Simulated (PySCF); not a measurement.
Isomers of C6H7NO, one GFN2-xTB conformer each. Single-point energies are computed at wB97X-D/def2-SVPD (PySCF, gas phase, no added dispersion term), electronic only.

Question: Rank them by wB97X-D/def2-SVPD energy, lowest first (kcal/mol).
A. `[CH2:1]=[C:2]=[C:3]=[CH:4][C:5](=[O:6])[NH:7][CH3:8]` with C3–C4–C5–O6 179°, C4–C5–N7–C8 180°
B. `[CH3:1][O:2][c:3]1[cH:4][cH:5][n:6][cH:7][cH:8]1` with C1–O2–C3–C4 180° (4-methoxypyridine)

Answer: B (0.0), A (42.3).

As drawn, the lower has an aromatic ring, which the higher lacks; the higher has a C=O bond, cumulated double bonds and an N–H bond, which the lower lacks. GFN2-xTB itself gives, in the same order: 0.0, 52.3. Both levels put the same isomer lowest.

Question: Which frontier levels, dipoles and rotational constants go with these structures?

Answer: 
```tsv
SMILES	HOMO (eV, wB97X-D/def2-SVPD)	LUMO (eV)	dipole (D)	A, B, C (MHz)
COc1ccncc1	-9.06	1.28	3.22	5375, 1574, 1227
C=C=C=CC(=O)NC	-9.10	-0.76	4.59	4291, 1080, 867.9
```
